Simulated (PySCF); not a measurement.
# Curvature of the energy in the electron number along the third row, charge +2

Calculated with PySCF 2.14, in x2c-TZVPall, spin-free X2C: one orbital is emptied in steps, and each cell gives the departure of E from the straight line at half an electron, in eV (from a cubic fit). The exact functional gives zero.

```json
{"species": "Mg(2+)", "orbital": "2p beta", "LDA": "-3.52", "PBE": "-3.38", "r2SCAN": "-3.00", "PBE0": "-2.35", "BHandHLYP": "-1.33", "LC-wPBE": "-1.95", "UHF": "0.75"}
{"species": "Al(2+)", "orbital": "3s alpha", "LDA": "-0.99", "PBE": "-1.07", "r2SCAN": "-0.82", "PBE0": "-0.78", "BHandHLYP": "-0.59", "LC-wPBE": "-0.11", "UHF": "0.00"}
{"species": "Si(2+)", "orbital": "3s beta", "LDA": "-1.22", "PBE": "-1.23", "r2SCAN": "-0.98", "PBE0": "-0.91", "BHandHLYP": "-0.67", "LC-wPBE": "-0.19", "UHF": "0.04"}
{"species": "P(2+)", "orbital": "3p alpha", "LDA": "-1.36", "PBE": "-1.32", "r2SCAN": "-1.21", "PBE0": "-0.96", "BHandHLYP": "-0.64", "LC-wPBE": "-0.24", "UHF": "0.09"}
{"species": "S(2+)", "orbital": "3p alpha", "LDA": "-1.51", "PBE": "-1.46", "r2SCAN": "-1.35", "PBE0": "-1.06", "BHandHLYP": "-0.69", "LC-wPBE": "-0.33", "UHF": "0.14"}
{"species": "Ar(2+)", "orbital": "3p beta", "LDA": "-1.69", "PBE": "-1.63", "r2SCAN": "-1.49", "PBE0": "-1.16", "BHandHLYP": "-0.74", "LC-wPBE": "-0.42", "UHF": "0.25"}
```

Estimate the missing row, Cl(2+).

The calculation gives LDA -1.66; PBE -1.62; r2SCAN -1.48; PBE0 -1.17; BHandHLYP -0.74; LC-wPBE -0.43; UHF 0.18.

How does the mean departure depend on the functional?

LDA -1.71 eV; PBE -1.67 eV; r2SCAN -1.48 eV; PBE0 -1.20 eV; BHandHLYP -0.77 eV; LC-wPBE -0.52 eV; UHF 0.21 eV. Semilocal functionals are convex (delocalisation error), Hartree-Fock is concave or straight, and exact exchange removes curvature roughly in proportion to its share, so among the functionals the range-separated hybrids usually come closest to zero.
